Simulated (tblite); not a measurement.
C₅H₇FOS.
Numbering: `[O:1]=[C:2]1[CH2:3][S:4][C@H:5]([CH2:6][F:7])[CH2:8]1` (hydrogens: H9, H10 on C3; H11 on C5; H12, H13 on C6; H14, H15 on C8)

Computed with GFN2-xTB (tblite), gas phase: nudged elastic band of 9 images (0 to 8), spring 0.2 eV/Å², climbing image at the end, force threshold 0.05 eV/Å. No saddle search or frequency run followed, so the top image need not be a first-order saddle, and its height can exceed the method's true barrier by a kcal/mol or more.

Path: rotation about C6–C5 (sp3 C–F carbon, sp3 carbon bound to sulfur), followed by the dihedral F7–C6–C5–C8, from 48° to -169°. Start geometry (image 0):
```
atom  x, y, z in Å
O1      1.715   -1.533   -1.220
C2      1.168   -0.617   -0.674
C3      1.726    0.072    0.553
S4      0.674    1.494    0.936
C5     -0.754    0.764    0.039
C6     -1.582   -0.138    0.949
F7     -0.895   -1.278    1.276
C8     -0.136    0.010   -1.127
H9      2.747    0.409    0.380
H10     1.726   -0.629    1.391
H11    -1.383    1.595   -0.281
H12    -2.501   -0.458    0.446
H13    -1.824    0.372    1.887
H14     0.115    0.703   -1.935
H15    -0.799   -0.757   -1.528
```

The first guess turns that dihedral rigidly in even steps and adds one set of random displacements (0.04 Å standard deviation a coordinate) to every inner image. Energies of the images above image 0 (eV) in the early part of the optimisation:

```
iteration      1      2      3      4      5      6      7      8
        0  1.153  1.073  1.106  1.259  1.488  1.710  1.808  0.041
       10  0.070  0.149  0.232  0.269  0.237  0.167  0.111  0.041
       20  0.039  0.110  0.186  0.220  0.190  0.125  0.073  0.041
       30  0.034  0.103  0.177  0.209  0.180  0.116  0.065  0.041
```

**Question.** Where does the band end, and how far was the first guess from it?

**Answer.** Final energies, images 1 to 8: 0.028, 0.095, 0.166, 0.197, 0.170, 0.109, 0.059, 0.041 eV. The highest point drops from 1.81 eV (image 7) to 0.197 eV (image 4), by 1.61 eV. Image 4 moved by 0.06 Å rms, its dihedral from 122° to 121°. The end images are fixed. The true force on the top image ends at 0.040 eV/Å, and the largest on any image at 0.08 eV/Å; away from the top, the method drives only the force across the path to zero. The last saved iteration is 50.

What follows is the cost of the whole band run. The run took 4.8 s wall on an Arm Neoverse N1 with one thread, shared host with 64 logical CPUs at a one-minute load of 59, and the process peaked at 0.18 GiB of memory.
